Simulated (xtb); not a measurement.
HLiO, SMILES [Li][OH]. All values are semi-empirical tight-binding results from xtb (GFN2-xTB unless named), good for trends rather than for accurate numbers. Geometry: GFN2-xTB. The isomer is the one that the SMILES or the coordinates give; other isomers of the formula were not compared.

Optimised geometry:

```xyz
3

Li     0.0000     0.0000    -1.2225
O      0.0000     0.0000     0.3021
H      0.0000     0.0000     1.2509
```
Charge 0, spin multiplicity 1.

For metal compounds this method's bond lengths and energies can be far off.

Computed properties:
```
Quantity                                      Result
-------------------------------------  -------------
point group as xtb finds it                      C∞v
orbital gap                                  4.12 eV
zero-point energy                       8.0 kcal/mol
G − E(el) at 298.15 K (modified RRHO)  -4.3 kcal/mol
```

Give the IR lines (harmonic; lines under 4 % of the strongest left out, lines within 3 cm⁻¹ merged). (The exact figures need the calculation; the answer reports its results.)

ν (cm⁻¹): 422 (vs), 918 (s) (against the strongest line: vs over 80 %, s over 45 %, m over 15 %, w over 4 %, vw less)

Computed atomic charges and the Wiberg bond orders between heavy atoms:
charges (e) Li1 0.53, O2 -0.78, H3 0.26. Bond orders Li1–O2 0.86.
